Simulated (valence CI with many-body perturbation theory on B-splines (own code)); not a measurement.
## Sensitivity of CI+MBPT for Ti16+

Computed by valence CI with perturbative core correlation (CI+MBPT): four valence electrons over a frozen Dirac-Fock core [He], a basis of 6 s, 6 p, 5 d, 3 f, 1 g functions for each j, with the one-electron correlation potential Σ1 (screened to all orders), the two-electron term Σ2, the three-electron term Σ3, Breit, model QED; selected single and double excitations, second order for the rest, scaled by the run's own slope (own B-spline code, finite nucleus).

No measured levels were compared; by estimate levels of excited configurations hold to 0.05 to 0.15 % of their energy, terms of the ground configuration to about 0.5 %.

The reference run has the lowest level 2s2 2p2 3P_0 and an ionisation energy of 1131.29 eV. Its largest variational space holds 11808 state functions.

Changed runs:
A. box radius (bohr) 3.4334 → 3.63; Davidson tolerance 2e-05 → 0.001
B. correlating orbitals by l 3 3 3 2 1 → 4 4 0 0 0; Breit term on → off
C. lowest core n in screening and Σ2 1 → 3
D. highest l in the core sums 6 → 2 (bad on purpose)

Excitation energies of the reference run in cm⁻¹, and shifts in cm⁻¹:

```
                 Level  Reference        A       B       D
          2s2 2p2 3P_1      29648     -6.8   +1321     +12
          2s2 2p2 3P_2      55763      -10   +3556     +17
          2s2 2p2 1D_2     140987      -14   +5584     +21
          2s2 2p2 1S_0     242696      -14   +1865    +3.7
          2s 2p3 5S°_2     333294      -19   -3760    -359
          2s 2p3 3D°_2     579126      -18   +3206    -363
          2s 2p3 3D°_1     580373      -18   +2931    -363
          2s 2p3 3D°_3     587028      -21   +5547    -358
          2s 2p3 3P°_0     678938      -21   +2285    -355
          2s 2p3 3P°_1     681422      -22   +3231    -353
          2s 2p3 3P°_2     687265      -24   +4021    -350
          2s 2p3 3S°_1     839015      -19   +7165    -358
Ionisation energy (eV)    1131.29  +0.0016  -0.034  +0.049
```

Run C: It gave no result: the setting left no core shell for the response of the core. The program said: "need at least one array to concatenate".
